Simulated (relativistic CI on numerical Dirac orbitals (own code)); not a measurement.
**W2+: O2,3 absorption edge**

Computed with this model: Dirac-Coulomb-Breit CI, orbitals from a KLI potential per configuration, model QED (radiative potential, 1s self-energy scaled to tabulated hydrogen-like ionisation energies), valence Slater integrals scaled by 0.7, multiplet model of core-to-valence dipole absorption; configurations [Xe] 4f14 5d4 → [Kr] 4d10 4f14 5s2 5p5 5d5; 300 K; Lorentzian 1 eV and Gaussian 0.3 eV FWHM. Energies are those of the free ion, without screening or charge transfer. The branching ratio is the share of the lower-energy edge in the whole absorption, uncertain by about 0.02 where the edges overlap. S is read from ⟨S²⟩ = S(S + 1).

Field parameters in Wybourne normalisation: Td as Oh with Dq negative (B⁴₀ = 21Dq, B⁴₄ = √(5/14) B⁴₀). The field is a parameter set, without covalency.

Computed curve for Td, 10Dq = -11700 cm⁻¹, scaled to 100 at the maximum (points under 2 are left out and the grid is thinned):

```tsv
Energy (eV)	Intensity
35.00	2.1
35.50	2.5
36.25	3.4
36.75	4.5
37.25	6.4
37.75	9.6
38.50	16.8
39.00	24.9
39.50	45.3
40.00	73.4
40.75	90.3
41.25	97.7
41.75	100.0
42.25	86.3
43.00	58.1
43.50	53.8
44.00	46.0
44.50	44.9
45.25	37.5
45.75	33.5
46.25	21.1
46.75	13.9
47.50	8.1
48.00	7.1
48.50	6.8
49.00	8.0
49.75	16.9
50.25	24.7
50.75	25.3
51.25	25.6
52.00	36.8
52.50	36.2
53.00	28.8
53.50	26.3
54.25	15.4
54.75	8.7
55.25	5.9
55.75	4.4
56.50	2.6
57.00	2.0
```

The ground state has S = 0.69, and the centroid lies at 44.44 eV.
